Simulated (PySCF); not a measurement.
Molecule: SMILES C=CB1CCCC1, C6H11B.

Bonds (- single, = double, # triple, : aromatic): C1=C2, C2-B3, B3-C4, C4-C5, C5-C6, C6-C7, C7-B3. C1 carries H8, H9; C2 carries H10; C4 carries H11, H12; C5 carries H13, H14; C6 carries H15, H16; C7 carries H17, H18. H8 is cis to B3; H9 is trans to B3.

Frames of a GFN2-xTB Langevin trajectory at 200 K; GIAO PBE0/pcSseg-1 shieldings in PySCF 2.14, gas phase, non-relativistic; equivalent atoms averaged within each frame.

Shifts are taken against calculated references (same method and geometry level): TMS for 13C (σ = 186.93 ppm), 1H (σ = 31.72 ppm); BF3·OEt2 for 11B (σ = 100.07 ppm). The references are static minima.

How do the shifts (ppm) fluctuate along the trajectory?

Results:


```
         time (fs)     C2     C1  C5/C6  C4/C7    B3   H10    H8    H9  H13/H14/H15/H16  H11/H12/H17/H18
               250  160.0  156.8   32.9   25.4  83.7  8.11  7.44  6.99             1.78             1.64
               425  147.6  156.0   35.3   27.5  83.6  7.20  6.92  7.13             2.24             1.29
               625  154.0  140.8   32.8   31.9  87.8  7.29  5.49  6.72             2.11             1.64
               800  146.8  136.2   36.2   33.7  91.8  7.25  5.86  6.29             2.24             1.40
              1000  147.5  132.9   33.8   33.9  90.9  7.09  5.69  6.04             2.01             1.34
    mean of frames  151.2  144.6   34.2   30.5  87.6  7.39  6.28  6.64             2.08             1.46
standard deviation    5.7   11.2    1.5    3.9   3.8  0.41  0.85  0.46             0.19             0.17
```

5 frames give an uncertainty of the mean of about the standard deviation over 2.2 at best, since frames this close in time may not be independent; classical motion lacks zero-point vibration, and the reference would need the same averaging.
